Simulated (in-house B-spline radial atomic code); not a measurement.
Results of a calculation; reference values are marked as such.
Two electrons in Si: a spherical dot of radius 19.9 nm with hard walls with an ionised donor at its centre

For Si the NSM archive of the Ioffe Institute lists m_l = 0.98 m0, m_t = 0.19 m0 and ε = 11.7; the model takes one isotropic valley with the conductivity mass 3/(1/m_l + 2/m_t) = 0.26 m0, and so misses anisotropy and the other valleys. All triplets below are those of one valley; with several valleys two electrons can form a triplet in the 1s orbital itself, at an energy set by the valley splitting. Real donors also feel a central-cell potential, which shifts the ground state.

Effective-mass model with parabolic bands, a uniform dielectric constant, no image charges, no central-cell or spin-orbit terms. Two-electron levels come from full CI in B-splines with partial waves to l = 5 (up to 0.001 effective hartree above the limit).

Problem. What are the effective units, and what is the potential in them?

Solution. Ha* = 27211.386 meV × 0.26/11.7² = 51.68 meV and a* = 0.0529177 nm × 11.7/0.26 = 2.381 nm. The radius is R = 8.35 a*, with −1/r added.

In these units the lowest s and p orbitals lie at -0.499986 and -0.108340, and their Coulomb and exchange integrals are J_ss = 0.625172, J_sp = 0.288969 and K_sp = 0.02527. Full CI gives -0.520182 for the ground singlet, -0.372946 for the sp triplet, -0.354683 for the sp singlet and -0.374535 for the lowest triplet of two s orbitals.

Problem. What does it cost to add the second electron, to first order and exactly?

Solution. To first order E = 2ε_s + J_ss = -0.374800, so the charging energy E(2) − 2E(1) is J_ss = 32.31 meV. CI gives -0.520182 − 2 × (-0.499986) = 0.479791, or 24.8 meV: relaxation and correlation lower it by 7.514 meV, 23.3 % of J_ss. The s² configuration of one-electron orbitals holds 71.4 % of the state, and the mean radius is 5.5 nm.

Problem. How far above the singlet do the triplets lie?

Solution. To first order the sp triplet lies at ε_s + ε_p + J_sp − K_sp = -0.344623, which is 1.56 meV above 2ε_s + J_ss. CI gives -0.372946 − (-0.520182) = 0.147236, or 7.61 meV, 38 % of the orbital spacing of 20.24 meV. The ss triplet lies 7.528 meV up, so the lower of the two is the ss one, and its gap equals k_BT at 87.4 K. The sp singlet-triplet splitting is 0.9439 meV, against 2K_sp = 2.612 meV.
